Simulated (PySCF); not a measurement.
Vertical excitations of a molecule C2H7ClFNSi from TDA-PBE0/def2-SVPD (PySCF), as energy in eV (oscillator strength): 7.04 (0.037), 7.84 (0.008), 7.90 (0.066), 8.39 (0.012), 8.43 (0.028), 8.49 (0.019), 8.57 (0.019), 8.61 (0.017), 8.72 (0.062), 8.85 (0.040). Lowest triplet (TDA): 6.62 eV. Coordinates come from a PBE-D3(BJ)/def2-SVP optimisation. Other conformers were not sampled.

Problem. Which structure fits?
(A) CN[Si@H](Cl)CF
(B) C[Si@](F)(Cl)CN
(C) C[C@H](N)[Si@@H](F)Cl
(D) CC[Si@](N)(F)Cl

Solution. D, CC[Si@](N)(F)Cl
